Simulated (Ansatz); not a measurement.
```xyz
5

C    -0.0773    0.0094   -0.6595
F     0.0225    0.0061    0.7104
H     0.0314   -1.1628   -0.9923
H    -0.8374    0.5087   -1.0207
H     0.8390    0.4703   -1.0620
```

Basis set: STO-3G (spherical functions). Left uncorrelated: 2 orbitals. Charge 0, multiplicity 1.

Computed with Ansatz (development build ahead of 0.2.0); each method stands on the lowest determinant of its kind that the runs found. Restricted open shells among the atoms or ions are ROHF, correlated in semicanonical orbitals with singles.

**Question.** Give the atomization energy at this shape (free ground-state atoms in the same class of orbitals less the molecule, no zero-point energy) of singlet CH₃F by RHF-MP2, RHF.

**Answer.**

| method | atomization energy |
| --- | --- |
| RHF-MP2 | 16.70 eV |
| RHF | 15.08 eV |

Caution: no unrestricted run beside it, a lower state can exist; the shape is not the minimum.

This basis has no polarisation functions and is too small for such energies, which can lie far from measured ones in either direction.
